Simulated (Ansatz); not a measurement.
`N#CB(Cl)Cl` + `N#C[SiH](C#N)C#N` → `N#C[Si](C#N)(C#N)C#N` + `ClBCl`  (formal exchange of groups at a C–B bond)

Isolated molecules relaxed with PBE0-D4/def2-TZVP in Ansatz; ΔE leaves out vibrations. CCSD(T)/CBS is the MP2 limit (def2-TZVPP, def2-QZVPP) plus CCSD(T) − MP2 in def2-TZVPP, frozen cores. This one scheme is used for every species. DFT in def2-TZVPP. B3LYP here is the variant with VWN-RPA as its local correlation; programs differ in this.

| level | ΔE (kJ/mol) | difference from CCSD(T)/CBS |
| --- | --- | --- |
| LDA (SPW92) | 39.1 | 16.1 |
| BLYP-D4 | 29.0 | 6.0 |
| r2SCAN-D4 | 29.8 | 6.8 |
| B97M-V | 28.3 | 5.3 |
| r2SCANh-D4 | 29.7 | 6.7 |
| ωB97M-V | 27.1 | 4.1 |
| B2PLYP | 26.4 | 3.4 |
| PBE0 | 31.7 | 8.7 |
| B3LYP | 30.2 | 7.2 |
| BHLYP | 29.3 | 6.3 |
| CAM-B3LYP | 30.0 | 7.0 |
| HF/def2-SVP | 33.8 | 10.8 |
| CCSD/def2-SVP | 35.1 | 12.1 |
| CCSD(T)/def2-SVP | 34.9 | 11.9 |
| MP2/CBS(def2) | 21.3 | -1.7 |
| CCSD/CBS(def2) | 23.5 | 0.5 |
| CCSD(T)/CBS | 23.0 | 0 |

Task: What do rigid-rotor, harmonic-oscillator terms from PBE0-D4/def2-TZVP frequencies (298.15 K, 1 bar) make of the CCSD(T)/CBS value? (An estimate is asked.)

Result: Ansatz gave: ΔZPE = +0.2 kJ/mol, ΔH = +24.4 kJ/mol, ΔS = -9 J/(mol·K), ΔG = +27.2 kJ/mol.

Largest T1 diagnostic among the species: 0.015.

Leaving LDA and LC-ωPBE aside and taking each functional with its dispersion term where it has one, the values, not all of them listed here, spread over 5.2 kJ/mol, from B2PLYP to PBE-D4. LDA lies +6.4 kJ/mol from PBE without D4. At CCSD(T), def2-SVP lies +11.9 kJ/mol from the extrapolated value and def2-TZVPP +1.0 kJ/mol.
